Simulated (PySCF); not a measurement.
## GaOI at several levels of theory

All levels use the PBE0 minimum (singlet; Ga–I 2.418 Å, Ga–O 1.647 Å; I–Ga–O 180.0°), basis [Ga def2-TZVP, O def2-TZVP, I def2-TZVP with ECP28], scalar-relativistic core potentials, density fitting, no spin–orbit coupling, PySCF. For vertical energies the ionised species is a doublet (spins chosen at PBE0 and kept) and the electron-attached one a doublet. Atomisation goes to high-spin ground-configuration atoms, without zero-point energy. Open shells are unrestricted, also as the reference of the correlated levels. A dash marks a value that was not computed or is not defined at that level.

```tsv
level	atomisation (kJ/mol)	vertical IP (eV)	vertical EA (eV)	−ε(HOMO) (eV)	gap (eV)	dipole (D)
PBE0	?	?	?	?	?	?
HF	297	7.57	-0.03	11.17	11.82	5.41
MP2	772	10.34	0.50	–	–	–
PBE	747	9.79	0.74	6.59	3.14	4.07
r2SCAN	?	?	?	?	?	?
```

**Question.** Fill in the row of PBE0.

**Answer.** atomisation (kJ/mol) 679, vertical IP (eV) 9.67, vertical EA (eV) 0.75, −ε(HOMO) (eV) 7.92, gap (eV) 5.31, dipole (D) 4.47.

**Question.** Fill in the row of r2SCAN.

**Answer.** atomisation (kJ/mol) 718, vertical IP (eV) 9.75, vertical EA (eV) 0.80, −ε(HOMO) (eV) 6.86, gap (eV) 3.58, dipole (D) 4.22.

Without diffuse functions attachment energies tend to come out too low.
